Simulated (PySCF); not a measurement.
Rigid-rotor lines calculated for a species of formula CH5B2F (commonest isotopes; PBE0-D3(BJ)/def2-SVP geometry optimisation, gas phase in PySCF 2.14.0), labelled J(Ka,Kc):

| transition | MHz |
| --- | --- |
| 2(1,2) ← 1(1,1) | 16753.5 |
| 2(1,1) ← 1(1,0) | 16900.1 |
| 1(0,1) ← 0(0,0) | 8413.4 |
| 2(0,2) ← 1(0,1) | 16826.6 |
| 1(1,1) ← 0(0,0) | 25151.0 |

**Question.** Find the rotational constants.

**Answer.** 1(0,1) ← 0(0,0) is B + C, 2(1,1) ← 1(1,0) is 3B + C and 2(1,2) ← 1(1,1) is B + 3C, so B − C is half the difference of the last two, 73.3 MHz. 1(1,1) ← 0(0,0) is A + C. A = 20980.9, B = 4243.4, C = 4170.0 MHz.

**Question.** What moments of inertia, asymmetry and inertial defect follow?

**Answer.** I = 505379 MHz·u·Å² over each constant: Ia = 24.09, Ib = 119.10, Ic = 121.19 u·Å²; κ = (2B − A − C)/(A − C) = -0.991 (near-prolate asymmetric top); Δ = Ic − Ia − Ib = -21.99 u·Å².

**Question.** Which dipole components do these lines need?

**Answer.** μa and μb (a-type: ΔKa even, ΔKc odd; b-type: both odd). The calculation gives |μa| = 0.59 D, |μb| = 0.95 D, |μc| = 0.06 D.

**Question.** Predict further lines from these constants: 4(3,2) ← 4(2,3); 3(2,1) ← 3(1,2); 3(2,1) ← 2(2,0); 4(2,2) ← 3(1,3); 4(4,1) ← 4(3,2); 4(1,4) ← 3(0,3); 4(3,2) ← 3(3,1); 2(1,1) ← 2(0,2); 4(3,1) ← 3(3,0); 3(3,0) ← 2(2,1); 3(0,3) ← 2(1,2); 4(3,2) ← 3(2,1); 4(1,3) ← 4(0,4); 3(3,1) ← 2(2,0); 4(0,4) ← 3(1,3); 4(3,1) ← 3(2,2).

**Answer.** 
```csv
transition,MHz,type,branch
"3(0,3) ← 2(1,2)",8575,b,R
"2(1,1) ← 2(0,2)",16884,b,Q
"4(0,4) ← 3(1,3)",17096,b,R
"4(1,3) ← 4(0,4)",17144,b,Q
"3(2,1) ← 2(2,0)",25241,a,R
"4(3,2) ← 3(3,1)",33654,a,R
"4(3,1) ← 3(3,0)",33654,a,R
"4(1,4) ← 3(0,3)",50062,b,R
"3(2,1) ← 3(1,2)",50104,b,Q
"4(3,2) ← 4(2,3)",83872,b,Q
"4(2,2) ← 3(1,3)",84200,b,R
"3(3,1) ← 2(2,0)",109111,b,R
"3(3,0) ← 2(2,1)",109112,b,R
"4(4,1) ← 4(3,2)",117419,b,Q
"4(3,2) ← 3(2,1)",117524,b,R
"4(3,1) ← 3(2,2)",117525,b,R
```

**Question.** Which structure gave them?

**Answer.** `BCBF` (CH5B2F), point group C1. Three constants can't fix a structure by themselves; this is the one that was computed:
```
atom  x, y, z in Å
B1    -1.262    0.135   -0.291
C2     0.039   -0.644    0.047
B3     1.190    0.398    0.214
F4     2.152    0.469   -0.694
H5    -1.774    0.059   -1.383
H6    -1.765    0.863    0.535
H7    -0.086   -1.042    1.073
H8     0.305   -1.429   -0.674
H9     1.260    1.174    1.142
```

The values belong to one conformer (point group C1) with, in the numbering `[BH2:1][CH2:2][BH:3][F:4]`, H–B1–C2–B3 111° and -67°, B1–C2–B3–F4 -110°. Not checked by PBE0-D3(BJ)/def2-SVP frequencies. No vibrational averaging or centrifugal distortion is included, and the geometry carries the error of its method. Quadrupole hyperfine structure (11B) is left out.

Time: 27 s wall; peak memory 0.34 GiB. Hardware: an Arm Neoverse V2 with one thread, no GPU, on a shared host. These figures are those of the optimisation.
